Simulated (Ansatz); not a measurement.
Ge2H6Te (`[GeH3][Te][GeH3]`). The species carries charge 0 and has multiplicity 1. Te: def2 effective core potential. Geometry: relaxed with PBE0-D4/def2-TZVP.

```xyz
9

Ge    1.321    1.171    0.506
Te    0.889   -0.294   -1.543
Ge   -1.294   -1.180   -0.552
H     0.172    2.174    0.688
H     2.639    1.915    0.248
H     1.443    0.297    1.764
H    -1.884   -2.154   -1.581
H    -2.268   -0.018   -0.301
H    -1.016   -1.909    0.771
```

What is the dipole moment at PBE/def2-TZVPP? (Estimate.)

The calculation gave: 0.69 D, with components (-0.34, 0.11, 0.59) D in this frame, pointing from negative to positive charge.

And with r2SCAN, B3LYP, ωB97M-V? (Best estimate.)

The calculation gave: r2SCAN 0.79 D, B3LYP 0.72 D, ωB97M-V 0.84 D.

Give the Mulliken charges with PBE, ωB97M-V, r2SCAN in def2-TZVPP. (Best estimate.)

Ansatz gave: 
```csv
atom,PBE,ωB97M-V,r2SCAN
Ge1,0.10,0.02,0.15
Te2,-0.23,-0.21,-0.28
Ge3,0.10,0.02,0.15
H4,0.01,0.03,0.00
H5,0.00,0.03,0.00
H6,0.01,0.03,0.00
H7,0.00,0.03,0.00
H8,0.01,0.03,0.00
H9,0.01,0.03,0.00
```

B3LYP here is the variant with VWN-RPA as its local correlation; programs differ in this.
